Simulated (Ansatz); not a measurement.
Abridged output of a molecular run in Ansatz:

```
Functional definition: HF
1094 factors; integrals over basis functions are off by at most 1.3e-3 eV
mean field evaluation 1: about -51643.1003 eV, gradient 5.9e1 eV
mean field evaluation 2: about -51643.2007 eV, gradient 5.9e1 eV
mean field evaluation 4: about -51651.5207 eV, gradient 6.4e0 eV
mean field evaluation 8: about -51651.6638 eV, gradient 7.9e-1 eV
mean field evaluation 16: about -51651.6668 eV, gradient 2.2e-6 eV
mean field -51651.66682992 eV, -1898.1637452422 hartree, gradient 2.2e-6 eV, S^2 0.000000; 0 other end points of the search recorded, 0 dependent functions left out
17 core orbitals not correlated: weight in the atoms' cores, before any rotation towards them, 1.000 or more for the frozen orbitals, at most 0.000 for the correlated occupied ones
reference -51651.66682992 eV, -1898.1637452422 hartree; 20, 20 occupied and 73, 73 virtual orbitals, 1094 factors
second order -25.76053805 eV of doubles, -0.00000000 eV of singles
cycle   1  -25.11661964 eV  change    6.4e-1 eV  update   2.5e-1
cycle   2  -26.09996620 eV  change   -9.8e-1 eV  update   1.8e-1
cycle   3  -26.32261072 eV  change   -2.2e-1 eV  update   4.5e-2
cycle   4  -26.32670604 eV  change   -4.1e-3 eV  update   1.4e-2
cycle   5  -26.31817230 eV  change    8.5e-3 eV  update   6.1e-3
cycle   6  -26.31703361 eV  change    1.1e-3 eV  update   2.8e-3
cycle   7  -26.31775383 eV  change   -7.2e-4 eV  update   1.3e-3
cycle   8  -26.31774768 eV  change    6.2e-6 eV  update   5.6e-4
cycle   9  -26.31801341 eV  change   -2.7e-4 eV  update   2.2e-4
cycle  10  -26.31825157 eV  change   -2.4e-4 eV  update   1.3e-4
cycle  11  -26.31803225 eV  change    2.2e-4 eV  update   5.7e-5
cycle  12  -26.31798730 eV  change    4.5e-5 eV  update   3.3e-5
perturbative correction -1.18153888 eV, -0.0434207530 hartree
Total energy: -51679.16635610 eV, -1899.1743341896 hartree
```

Its atoms:

Cartesian coordinates in Å:
```
N -0.564 -0.219 -1.297
Ti 0.001 0.315 0.380
O 1.116 -0.923 0.937
Cl 0.975 2.292 0.238
Cl -1.741 0.511 1.722
H -0.259 -1.066 -1.755
H -1.217 0.297 -1.873
H 1.688 -1.208 1.649
```

Task: Which basis set was used?
A. def2-SVP
B. def2-TZVPPD
C. def2-SVPD
D. def2-TZVPP

Result: A. It gives 110 functions.

Task: Write the keys of the input that set method, charge and spin (a neutral closed shell needs none for the last two).

Result: 
```yaml
correlation: {method: ccsd_t}
```
